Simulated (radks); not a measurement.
Dipole-allowed excitations along the series with 36 electrons in [Kr]. Method: scalar-relativistic Kohn-Sham, LDA (Slater exchange, Perdew-Wang correlation), spin-polarised, spherical densities, finite nucleus; Fermi nuclear charge, rms radius of each element as measured or else 0.836 A^(1/3) + 0.57 fm; computed with a radial shooting solver on a logarithmic mesh with Libxc functionals. Time-dependent linear response with the Hartree and adiabatic LDA kernel, continuum included through the Sternheimer equations, no spin-orbit coupling, so fine structure and intercombination lines are absent. Lines are the poles of the dipole polarisability below minus the highest occupied eigenvalue, found on a grid refined at the orbital gaps; the lowest seven at most are given, and weak or close lines can be missed. The first line takes the name of the lowest orbital gap if no other gap lies below it; otherwise a line is named after a gap within 0.6 % of it, if that gap stands alone.

| species | -e(HOMO) (eV) | lowest orbital gap (eV) | first line (eV) | f | strongest line (eV) | its f | static alpha (bohr^3) |
|---|---|---|---|---|---|---|---|
| Rb+ | 21.792 | 4p-5s 15.776 | 15.848 (4p-5s) | 0.429 | 19.480 (unassigned) | 1.20 | 9.461 |
| Sr2+ | 36.656 | 4p-5s 23.102 | 23.214 (unassigned) | 0.490 | 27.348 (unassigned) | 3.56 | 5.933 |
| Zr4+ | 72.933 | 4p-4d 32.354 | 40.227 (unassigned) | 5.38 | the first | 5.38 | 2.987 |
| Nb5+ | 94.133 | 4p-4d 36.631 | 45.929 (4p-4d) | 5.52 | the first | 5.52 | 2.273 |
